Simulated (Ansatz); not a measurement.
Born–Oppenheimer molecular dynamics of a periodic cell of 26 atoms, H$_{17}$ClO$_{8}$ (contents 8 H2O + 1 HCl, density as packed 1.03 g/cm³ with natural masses). It starts from a partly relaxed structure (largest force component 0.75 eV/Å).

Method: DFT PBE, scalar-relativistic, plane waves, PAW in Ansatz. Settings: cutoff 420 eV, k mesh 1x1x1, fermi-dirac smearing 0.02 eV, no spin polarisation.

```yaml
ensemble: NVT, Langevin thermostat
time_step: 0.5 fs
steps_asked: 300
set_temperature: 700 K
friction: 0.02 /fs
seed: 579661
```

Frames 1 fs apart, positions in Å, forces in eV/Å.

Velocities at 55.0 fs (Å/ps):

```
O -6.94 0.52 -5.27
H -9.80 2.49 25.69
H -24.87 -14.68 -27.81
O -3.04 -5.88 7.87
H -34.74 -19.29 -2.44
H 22.02 -35.22 -5.46
O -3.75 3.06 1.95
H -15.58 -53.24 75.33
H -16.22 7.93 9.27
O 0.39 -4.98 -7.68
H -23.91 35.89 3.44
H 13.40 -2.14 22.23
O -2.13 -7.38 4.11
H 45.98 7.00 -17.89
H -5.24 -44.41 -10.45
O -1.07 1.89 -2.88
H -8.37 41.74 40.52
H -15.95 12.16 -12.25
O 3.02 9.23 -4.32
H -5.20 -8.13 -7.19
H 11.56 15.81 -3.28
O -7.00 -5.28 1.76
H -6.49 14.93 -15.69
H 13.45 -50.90 21.80
Cl -2.74 -1.45 2.39
H 8.98 -2.14 17.84
```

```xyz
26
Lattice="6.6267 0.0000 0.0000 0.0000 6.6267 0.0000 0.0000 0.0000 6.6267" Properties=species:S:1:pos:R:3:forces:R:3 time_fs=55.0 energy_less_start_eV=2.081 T=628
O 2.070 2.757 0.751 -1.79 0.54 0.52
H 2.921 2.871 0.327 -0.04 0.40 -1.09
H 1.181 2.981 0.184 2.30 -1.06 0.65
O 4.400 0.657 3.312 0.08 1.35 0.57
H 4.733 -0.018 2.722 0.37 -0.24 -0.55
H 4.936 1.507 3.233 -0.29 -1.23 -0.04
O 2.583 6.836 6.799 -0.71 -0.48 0.37
H 2.362 7.769 7.056 0.10 0.23 0.29
H 2.064 6.805 5.974 0.10 -0.12 -0.11
O 2.016 1.506 4.417 -0.13 0.06 0.02
H 1.865 2.198 3.766 -0.42 0.43 -0.21
H 2.702 1.021 3.944 0.80 -0.46 -0.21
O 5.130 6.385 5.860 1.19 -0.85 1.75
H 4.520 5.930 6.501 0.23 1.00 -1.41
H 4.776 6.544 4.981 -0.88 0.03 -0.50
O 3.570 4.450 2.836 1.79 -1.16 -1.57
H 2.711 4.834 2.987 -1.05 0.23 -0.30
H 3.594 4.044 1.898 -0.70 0.87 2.07
O 6.570 2.235 6.107 -2.15 -1.76 -0.62
H 5.986 2.370 5.290 0.88 0.53 0.82
H 6.271 1.258 6.234 0.68 1.33 0.31
O -0.899 3.114 3.753 0.21 -0.43 0.04
H -1.668 3.713 3.753 -0.29 0.51 -0.21
H -0.116 3.602 4.058 -0.25 0.15 -0.26
Cl 0.711 -0.973 2.315 -1.61 -0.89 1.53
H 1.510 -0.447 1.504 1.56 1.00 -1.86
26
Lattice="6.6267 0.0000 0.0000 0.0000 6.6267 0.0000 0.0000 0.0000 6.6267" Properties=species:S:1:pos:R:3:forces:R:3 time_fs=56.0 energy_less_start_eV=2.053 T=638
O 2.061 2.758 0.745 -2.42 0.49 0.77
H 2.912 2.877 0.347 0.47 0.40 -1.36
H 1.169 2.962 0.161 2.41 -1.03 0.76
O 4.397 0.651 3.321 -0.05 0.54 0.37
H 4.699 -0.035 2.718 0.23 -0.11 -0.37
H 4.954 1.465 3.226 -0.03 -0.58 -0.02
O 2.578 6.839 6.801 -0.38 -1.52 0.25
H 2.348 7.719 7.130 -0.12 1.20 0.29
H 2.051 6.813 5.982 0.08 0.08 -0.06
O 2.016 1.501 4.409 -0.64 0.90 -0.31
H 1.839 2.229 3.770 0.01 -0.58 0.39
H 2.720 1.023 3.963 0.86 -0.29 -0.48
O 5.128 6.377 5.865 2.43 0.51 -0.65
H 4.564 5.941 6.477 -1.37 -0.32 0.40
H 4.763 6.500 4.969 -0.51 0.01 0.12
O 3.571 4.451 2.833 0.31 -0.30 -0.92
H 2.695 4.874 3.020 0.45 -0.51 -0.68
H 3.571 4.058 1.899 -0.72 0.76 1.80
O 6.572 2.244 6.103 -2.08 -1.41 -0.71
H 5.983 2.368 5.287 0.83 0.59 0.81
H 6.286 1.279 6.232 0.60 0.90 0.40
O -0.906 3.108 3.756 -0.09 -0.27 0.01
H -1.673 3.729 3.739 0.21 0.22 -0.17
H -0.100 3.549 4.077 -0.43 0.27 -0.32
Cl 0.708 -0.975 2.318 -1.36 -0.73 1.29
H 1.529 -0.440 1.518 1.31 0.79 -1.62
26
Lattice="6.6267 0.0000 0.0000 0.0000 6.6267 0.0000 0.0000 0.0000 6.6267" Properties=species:S:1:pos:R:3:forces:R:3 time_fs=57.0 energy_less_start_eV=2.113 T=639
O 2.051 2.760 0.738 -2.20 0.38 1.03
H 2.905 2.882 0.355 0.59 0.33 -1.40
H 1.183 2.928 0.141 2.10 -0.80 0.63
O 4.393 0.647 3.329 -0.33 -0.78 -0.06
H 4.665 -0.055 2.708 -0.02 0.28 0.07
H 4.972 1.415 3.219 0.46 0.33 -0.05
O 2.570 6.840 6.805 -0.17 -2.04 0.17
H 2.337 7.680 7.204 -0.25 1.62 0.19
H 2.038 6.820 5.987 0.07 0.29 0.09
O 2.015 1.498 4.401 -0.88 1.34 -0.56
H 1.815 2.255 3.774 0.36 -1.28 0.75
H 2.744 1.030 3.980 0.74 -0.02 -0.58
O 5.127 6.368 5.867 3.63 1.87 -3.23
H 4.594 5.950 6.455 -3.01 -1.73 2.39
H 4.741 6.454 4.959 -0.08 0.06 0.76
O 3.574 4.453 2.829 -0.73 0.61 0.18
H 2.682 4.905 3.041 1.39 -1.02 -0.89
H 3.539 4.074 1.916 -0.65 0.37 0.92
O 6.573 2.253 6.098 -1.72 -0.89 -0.52
H 5.987 2.375 5.292 0.56 0.61 0.54
H 6.305 1.305 6.235 0.43 0.28 0.46
O -0.912 3.104 3.759 -0.58 -0.04 -0.07
H -1.679 3.752 3.728 0.78 -0.20 -0.13
H -0.088 3.498 4.093 -0.46 0.46 -0.34
Cl 0.705 -0.977 2.324 -0.72 -0.34 0.72
H 1.559 -0.425 1.518 0.68 0.33 -1.08
26
Lattice="6.6267 0.0000 0.0000 0.0000 6.6267 0.0000 0.0000 0.0000 6.6267" Properties=species:S:1:pos:R:3:forces:R:3 time_fs=58.0 energy_less_start_eV=2.110 T=594
O 2.040 2.759 0.732 -0.84 0.30 1.25
H 2.905 2.887 0.348 0.04 0.16 -1.10
H 1.216 2.887 0.126 1.34 -0.48 0.21
O 4.388 0.644 3.337 -0.54 -1.79 -0.51
H 4.632 -0.075 2.699 -0.21 0.67 0.52
H 4.994 1.370 3.211 0.83 0.93 -0.06
O 2.562 6.839 6.807 -0.13 -1.62 0.70
H 2.324 7.656 7.279 -0.13 1.15 -0.35
H 2.026 6.827 5.993 -0.04 0.46 0.11
O 2.013 1.497 4.393 -0.70 1.29 -0.74
H 1.798 2.270 3.778 0.59 -1.62 0.85
H 2.772 1.035 3.994 0.34 0.37 -0.48
O 5.126 6.362 5.867 3.45 2.02 -3.92
H 4.599 5.942 6.453 -3.15 -1.98 2.75
H 4.716 6.412 4.955 0.25 0.15 1.12
O 3.577 4.456 2.826 -1.14 1.37 1.43
H 2.679 4.922 3.049 1.72 -1.19 -0.89
H 3.503 4.087 1.943 -0.60 -0.21 -0.35
O 6.573 2.261 6.093 -1.06 -0.04 -0.12
H 5.996 2.386 5.304 0.09 0.62 0.02
H 6.327 1.335 6.235 0.15 -0.70 0.57
O -0.918 3.100 3.762 -1.01 0.19 -0.17
H -1.675 3.780 3.722 1.17 -0.59 -0.09
H -0.081 3.453 4.105 -0.39 0.62 -0.33
Cl 0.702 -0.980 2.330 -0.07 0.06 0.17
H 1.591 -0.407 1.509 0.04 -0.14 -0.58
26
Lattice="6.6267 0.0000 0.0000 0.0000 6.6267 0.0000 0.0000 0.0000 6.6267" Properties=species:S:1:pos:R:3:forces:R:3 time_fs=59.0 energy_less_start_eV=2.003 T=618
O 2.028 2.758 0.728 1.03 0.26 1.75
H 2.904 2.890 0.337 -0.52 -0.03 -0.73
H 1.263 2.847 0.112 0.08 -0.18 -0.57
O 4.381 0.639 3.345 -0.33 -1.73 -0.79
H 4.596 -0.088 2.698 -0.26 0.75 0.68
H 5.027 1.335 3.204 0.64 0.81 0.03
O 2.554 6.838 6.809 -0.11 -0.86 1.68
H 2.313 7.643 7.349 0.10 0.40 -1.12
H 2.015 6.842 6.003 -0.28 0.57 -0.10
O 2.007 1.495 4.383 -0.07 0.69 -0.75
H 1.785 2.270 3.785 0.62 -1.44 0.64
H 2.806 1.045 4.000 -0.31 0.80 -0.23
O 5.125 6.355 5.863 1.96 0.81 -2.11
H 4.581 5.917 6.471 -1.65 -0.86 1.21
H 4.697 6.380 4.965 0.25 0.21 0.89
O 3.582 4.458 2.824 -0.91 1.78 2.36
H 2.694 4.923 3.045 1.44 -0.99 -0.64
H 3.469 4.095 1.968 -0.59 -0.79 -1.55
O 6.572 2.269 6.087 -0.44 0.71 0.27
H 6.002 2.404 5.313 -0.35 0.57 -0.42
H 6.345 1.360 6.240 -0.11 -1.52 0.62
O -0.925 3.096 3.765 -1.01 0.19 -0.23
H -1.659 3.800 3.711 1.19 -0.69 -0.05
H -0.077 3.415 4.112 -0.35 0.71 -0.36
Cl 0.699 -0.982 2.336 0.43 0.37 -0.26
H 1.618 -0.392 1.492 -0.46 -0.52 -0.22
26
Lattice="6.6267 0.0000 0.0000 0.0000 6.6267 0.0000 0.0000 0.0000 6.6267" Properties=species:S:1:pos:R:3:forces:R:3 time_fs=60.0 energy_less_start_eV=2.017 T=604
O 2.017 2.755 0.725 3.08 0.32 2.42
H 2.906 2.895 0.321 -1.12 -0.21 -0.28
H 1.309 2.806 0.096 -1.32 0.01 -1.62
O 4.375 0.635 3.350 0.15 -1.11 -0.90
H 4.558 -0.098 2.703 -0.21 0.68 0.64
H 5.063 1.311 3.205 0.08 0.30 0.16
O 2.546 6.836 6.812 0.01 -0.34 2.62
H 2.307 7.634 7.404 0.30 -0.08 -1.71
H 2.008 6.866 6.015 -0.56 0.62 -0.44
O 2.003 1.493 4.372 0.78 -0.24 -0.50
H 1.774 2.256 3.794 0.46 -0.81 0.16
H 2.845 1.065 3.998 -0.98 1.09 0.03
O 5.126 6.347 5.856 0.47 -0.64 0.56
H 4.545 5.886 6.498 0.14 0.51 -0.64
H 4.687 6.349 4.985 -0.06 0.25 0.12
O 3.588 4.461 2.824 -0.31 1.54 2.16
H 2.723 4.918 3.037 0.71 -0.52 -0.23
H 3.428 4.098 1.979 -0.51 -1.00 -1.81
O 6.572 2.277 6.080 -0.13 0.56 0.66
H 6.002 2.430 5.321 -0.65 0.39 -0.60
H 6.362 1.364 6.253 -0.18 -1.28 0.41
O -0.933 3.092 3.768 -0.58 0.04 -0.17
H -1.633 3.815 3.695 0.98 -0.55 -0.02
H -0.071 3.380 4.118 -0.50 0.71 -0.48
Cl 0.696 -0.984 2.341 0.75 0.59 -0.56
H 1.638 -0.374 1.477 -0.82 -0.81 0.01
26
Lattice="6.6267 0.0000 0.0000 0.0000 6.6267 0.0000 0.0000 0.0000 6.6267" Properties=species:S:1:pos:R:3:forces:R:3 time_fs=61.0 energy_less_start_eV=2.167 T=564
O 2.009 2.752 0.723 4.07 0.51 2.58
H 2.901 2.898 0.300 -1.39 -0.34 0.08
H 1.343 2.761 0.068 -2.01 0.02 -2.10
O 4.369 0.631 3.355 0.52 -0.66 -0.95
H 4.519 -0.108 2.708 -0.15 0.65 0.61
H 5.096 1.285 3.212 -0.39 -0.09 0.22
O 2.536 6.835 6.816 0.15 -0.15 3.17
H 2.304 7.624 7.440 0.41 -0.21 -2.00
H 2.001 6.888 6.026 -0.75 0.64 -0.70
O 1.997 1.493 4.360 1.49 -1.38 0.19
H 1.772 2.235 3.802 0.10 0.30 -0.61
H 2.874 1.095 4.000 -1.31 1.09 0.15
O 5.126 6.340 5.850 -0.17 -1.48 2.72
H 4.511 5.858 6.516 1.26 1.33 -1.70
H 4.683 6.321 5.007 -0.54 0.26 -0.94
O 3.593 4.465 2.824 0.46 0.59 0.79
H 2.756 4.911 3.026 -0.42 0.21 0.31
H 3.379 4.095 1.976 -0.20 -0.76 -1.01
O 6.572 2.286 6.076 -0.21 -0.02 0.77
H 5.996 2.461 5.323 -0.62 0.12 -0.38
H 6.377 1.360 6.270 -0.18 -0.51 0.07
O -0.942 3.087 3.768 0.10 -0.19 0.00
H -1.596 3.829 3.682 0.54 -0.24 -0.06
H -0.067 3.361 4.115 -0.64 0.62 -0.62
Cl 0.693 -0.987 2.345 0.97 0.75 -0.76
H 1.655 -0.356 1.465 -1.07 -1.05 0.16
26
Lattice="6.6267 0.0000 0.0000 0.0000 6.6267 0.0000 0.0000 0.0000 6.6267" Properties=species:S:1:pos:R:3:forces:R:3 time_fs=62.0 energy_less_start_eV=2.259 T=573
O 2.004 2.748 0.725 3.25 0.61 1.70
H 2.886 2.897 0.286 -1.08 -0.35 0.21
H 1.359 2.710 0.023 -1.49 0.00 -1.31
O 4.362 0.629 3.360 0.75 0.06 -0.60
H 4.475 -0.111 2.726 0.00 0.23 0.22
H 5.125 1.258 3.219 -0.77 -0.37 0.23
O 2.526 6.832 6.822 -0.13 -0.18 2.70
H 2.309 7.616 7.456 0.42 -0.08 -1.95
H 1.991 6.919 6.021 -0.43 0.58 -0.28
O 1.992 1.492 4.348 1.96 -2.34 0.97
H 1.772 2.212 3.801 -0.33 1.44 -1.38
H 2.894 1.134 4.004 -1.34 0.87 0.19
O 5.127 6.330 5.846 -0.44 -1.78 3.60
H 4.488 5.842 6.521 1.73 1.62 -2.03
H 4.681 6.293 5.017 -0.76 0.26 -1.46
O 3.597 4.471 2.824 1.12 -0.67 -1.02
H 2.786 4.910 3.012 -1.65 0.99 0.82
H 3.329 4.085 1.964 0.30 -0.28 0.27
O 6.573 2.294 6.072 -0.37 -0.60 0.78
H 5.991 2.497 5.319 -0.47 -0.17 -0.04
H 6.391 1.352 6.283 -0.20 0.30 -0.28
O -0.950 3.083 3.770 0.72 -0.61 0.17
H -1.551 3.843 3.670 -0.03 0.26 -0.16
H -0.065 3.346 4.105 -0.62 0.54 -0.70
Cl 0.691 -0.990 2.348 1.06 0.84 -0.85
H 1.662 -0.342 1.456 -1.19 -1.18 0.20
```

Of the whole run (150 fs, mean temperature of the second half 771 K): The mean temperature of the second half is 10 % above the set value. A run of 0.15 ps of so small a system gives no equilibrium averages. Limits of this set-up: coarse k mesh.

The run took 6.1 min on 1 thread of Arm Neoverse V2, with other jobs on the host, peak memory 0.37 GiB.
